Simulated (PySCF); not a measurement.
Harmonic spectrum computed at PBE0 in the def2-SVP basis family (core potentials from Rb on, PySCF, no spin–orbit coupling):

| ω (cm⁻¹) | IR (km/mol, summed over degenerate members) | degeneracy |
| --- | --- | --- |
| 30 | 0.0 | 1 |
| 174 | 22.8 | 1 |
| 244 | 16.9 | 2 |
| 270 | 0.0 | 1 |
| 604 | 0.0 | 1 |
| 669 | 0.0 | 1 |
| 740 | 306 | 2 |

Q: Which molecule gave it? In each, all ligands are bound to the one heavy central atom.
A. RhF₄ (quartet)
B. FeF₄ (quintet)
C. OsF₄ (quintet)
D. SiF₄ (singlet)
E. IrF₄ (quartet)

A: A. It has D4h symmetry with Rh–F 1.822 Å (×4).
